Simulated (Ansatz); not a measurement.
Reaction (cleavage of the Si–B bond): `N[SiH2]B(O)Cl` + `O[SiH2][SiH3]` → `N[SiH2]O[SiH2][SiH3]` + `OBCl`

Isolated molecules relaxed with PBE0-D4/def2-TZVP in Ansatz; ΔE leaves out vibrations. CBS: MP2 limit from def2 TZ/QZ plus the TZ coupled-cluster correction, frozen cores. This one scheme is used for every species. Functionals use def2-TZVPP. B3LYP here is the variant with VWN-RPA as its local correlation; programs differ in this. Each species was taken in one conformer, which may not be the lowest.

```tsv
level	ΔE (kJ/mol)	difference from CCSD(T)/CBS
r2SCAN-D4	-155.6	3.1
PBE0-D4	-147.0	11.7
B3LYP-D4	-161.4	-2.7
ωB97X-V	-156.8	1.9
HF/def2-TZVPP	-177.8	-19.1
SCS-MP2/def2-TZVPP	-167.0	-8.3
CCSD/def2-TZVPP	-161.6	-2.9
CCSD(T)/def2-TZVPP	-159.0	-0.3
HF/def2-QZVPP	-179.8	-21.1
HF/CBS(def2)	-180.1	-21.4
CCSD(T)/CBS	-158.7	0
```

Largest T1 diagnostic among the species: 0.012.

The D4 term adds −6.9 kJ/mol with B3LYP and −4.0 kJ/mol with PBE0; it sums over pairs of atoms, weighted by their polarisabilities, and B3LYP, whose exchange is more repulsive, gets the larger term. In def2-TZVPP, CCSD(T) changes the Hartree–Fock value by +18.8 kJ/mol (the triples alone add +2.6 kJ/mol) and MP2 by +12.1 kJ/mol.
